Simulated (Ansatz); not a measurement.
Calculated with Ansatz (gas phase, PBE0-D4/def2-TZVP geometries, no zero-point term in ΔE). CCSD(T)/CBS adds triple-zeta CCSD(T) − MP2 to the extrapolated MP2 energy (def2 sets, frozen cores). DFT in def2-TZVPP. B3LYP here is the variant with VWN-RPA as its local correlation; programs differ in this. For Ge outer-core shells are correlated without core-valence functions, which leaves a few kJ/mol of doubt a bond. Scalar relativity is left out up to krypton. Each species was taken in one conformer, which may not be the lowest.

Consider the redistribution: `CS[SiH2]BO` + `Cl[CH2][GeH3]` → `OBCCl` + `CS[SiH2][GeH3]`.

`CS[SiH2]BO`:

```xyz
12

C     1.891   -0.599   -0.188
S     0.701   -1.743    0.567
Si   -1.121   -0.781    0.000
B    -1.146    1.118    0.727
O    -1.089    2.207   -0.069
H     2.885   -0.998    0.014
H     1.822    0.398    0.249
H     1.751   -0.542   -1.268
H    -2.200   -1.634    0.565
H    -1.249   -0.774   -1.493
H    -1.164    1.341    1.906
H    -1.082    2.006   -1.010
```

`Cl[CH2][GeH3]`:

Z-matrix (Å, degrees):
```
C
Ge 1 1.966
Cl 1 1.781 2 110.6
H 1 1.089 2 111.1 3 -119.4
H 1 1.089 2 111.1 3 119.4
H 2 1.534 1 109.0 3 60.1
H 2 1.540 1 108.8 3 179.9
H 2 1.534 1 109.0 3 -60.3
```

`OBCCl`:

```xyz
8

O     0.328   -1.499    0.753
B    -0.536   -0.537    0.401
C    -0.085    0.749   -0.392
Cl    1.670    0.757   -0.749
H     1.226   -1.289    0.457
H    -1.687   -0.669    0.705
H    -0.306    1.658    0.171
H    -0.611    0.829   -1.346
```

`CS[SiH2][GeH3]`:

```xyz
12

C    -0.432   -1.715   -1.174
S     1.223   -1.454   -0.474
Si    1.159    0.652   -0.163
Ge   -0.483    1.273    1.448
H    -1.212   -1.445   -0.461
H    -0.513   -2.778   -1.397
H    -0.561   -1.149   -2.096
H     0.885    1.360   -1.446
H     2.515    1.021    0.321
H    -0.130    0.684    2.823
H    -1.872    0.747    1.043
H    -0.580    2.804    1.576
```

(1) Is it downhill or uphill in electronic energy at CCSD(T)/CBS, and by how much? (An estimate is asked.)

(2) What do these levels give: PBE-D4, r2SCAN-D4, ωB97M-V, PBE, r2SCAN, PBE0, B3LYP, HF/def2-TZVPP, CCSD/def2-TZVPP, HF/def2-QZVPP, HF/CBS(def2), MP2/CBS(def2)? (Best estimate.)

Largest T1 diagnostic among the species: 0.013.

## Answers

(1) The calculation gave: Downhill: ΔE = -82.2 kJ/mol.

(2) Ansatz gave: PBE-D4 -87.0, r2SCAN-D4 -89.1, ωB97M-V -86.1, PBE -86.0, r2SCAN -89.0, PBE0 -87.6, B3LYP -84.5, HF/def2-TZVPP -80.5, CCSD/def2-TZVPP -80.2, HF/def2-QZVPP -80.1, HF/CBS(def2) -80.0, MP2/CBS(def2) -83.5 kJ/mol.
